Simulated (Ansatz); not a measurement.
C5H9NO, singlet, geometry from GFN2-xTB, with bond 8-1 at 1.4 times its length; CASSCF(4,5)/STO-3G in Ansatz (a first-principles code).

Ansatz was given this input:
Ansatz 0.2 input:
```yaml
crystal:
  periodic: [false, false, false]
  atoms:
    - {symbol: C, position_ang: [2.10720116, -0.10500977, 0.05273877]}
    - {symbol: N, position_ang: [0.69276021, 0.08947286, -0.09242772]}
    - {symbol: C, position_ang: [0.15077380, 0.97968380, -1.09018834]}
    - {symbol: C, position_ang: [-1.32723111, 1.09733761, -0.70103886]}
    - {symbol: C, position_ang: [-1.60250405, -0.19760898, 0.06144314]}
    - {symbol: C, position_ang: [-0.23576700, -0.62387155, 0.57996320]}
    - {symbol: O, position_ang: [-0.00359619, -1.45538346, 1.42832844]}
    - {symbol: H, position_ang: [2.79406605, 1.20793077, 0.43355234]}
    - {symbol: H, position_ang: [2.54615740, -0.47875341, -0.87659786]}
    - {symbol: H, position_ang: [2.25859904, -0.83746840, 0.84410616]}
    - {symbol: H, position_ang: [0.27239489, 0.54826087, -2.09368463]}
    - {symbol: H, position_ang: [0.67052159, 1.94185866, -1.06669640]}
    - {symbol: H, position_ang: [-1.46931648, 1.95440456, -0.04213967]}
    - {symbol: H, position_ang: [-1.97029220, 1.22158077, -1.56994632]}
    - {symbol: H, position_ang: [-2.31015770, -0.08197437, 0.87954577]}
    - {symbol: H, position_ang: [-1.97111413, -0.98714254, -0.59647635]}
basis:
  gaussian:
    orbitals: STO-3G
hamiltonian:
  xc: hf
magnetization: {spin_polarized: false}
correlation: {active_space: {window: {electrons: 4, orbitals: 5}}}
```

It wrote (shortened):

```
Functional definition: HF
631 factors; integrals over basis functions are off by at most 4.7e-5 eV
mean field evaluation 1: about -8696.2312 eV, gradient 3.8e1 eV
mean field evaluation 2: about -8696.6714 eV, gradient 3.8e1 eV
mean field evaluation 4: about -8701.6608 eV, gradient 3.2e0 eV
mean field evaluation 8: about -8701.7272 eV, gradient 1.5e-1 eV
mean field -8701.72730339 eV, -319.7825801571 hartree, gradient 2.0e-6 eV, S^2 0.000000; 0 other end points of the search recorded, 0 dependent functions left out
reference -8701.72730339 eV, -319.7825801571 hartree; 27, 27 occupied and 17, 17 virtual orbitals, 631 factors
state -8703.93639108 eV, -319.8637626323 hartree
Total energy: -8703.93639108 eV, -319.8637626323 hartree
```
